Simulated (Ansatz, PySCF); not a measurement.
System: I2, charge 1, multiplicity 2. 
Coordinates optimised at B3LYP-D3(BJ)/def2-TZVP (Ansatz, a program for electronic structure):
```xyz
2

I      0.0000     0.0000    -1.3034
I      0.0000     0.0000     1.3034
```
Charge +1, spin multiplicity 2.

Total electronic energies in hartree. Cores are frozen in the correlated levels unless marked. UHF or UKS for open shells. No spin-orbit coupling. The frozen core is the preceding noble-gas configuration, with the filled d and f shells of earlier blocks. Past Kr the def2 sets carry scalar-relativistic core potentials. Basis-set limits of correlation are two-point, X^-3; Hartree-Fock from the larger set.

The Hartree-Fock reference is unstable (checked in the largest basis), which strains HF and MP2. 

```csv
level,program,energy (Eh)
RI-HF/def2-QZVPPD,Ansatz,-593.01068
PBE/def2-TZVPD,Ansatz,-595.07377
BLYP-D3(BJ)/def2-TZVPD,Ansatz + dftd3,-594.99959
BLYP/def2-TZVPD,Ansatz,-594.99489
revPBE-D4/def2-TZVPD,Ansatz + dftd4,-595.18567
revPBE/def2-TZVPD,Ansatz,-595.18206
PBE0/def2-QZVPP,Ansatz,-595.11744
BHLYP/def2-TZVPD,Ansatz,-594.98703
r2SCANh/def2-TZVPD,Ansatz,-595.29726
PW6B95/def2-TZVPD,PySCF,-595.45843
CAM-B3LYP/def2-TZVPD,Ansatz,-595.08802
RI-MP2/def2-TZVPP,Ansatz,-593.26008
"RI-MP2/CBS(def2-TZVPP,def2-QZVPP)",Ansatz,-593.3264
"RI-MP2/CBS(def2-TZVPPD,def2-QZVPPD)",Ansatz,-593.3257
```

Totals of different functionals don't rank their quality; only differences between species are comparable.
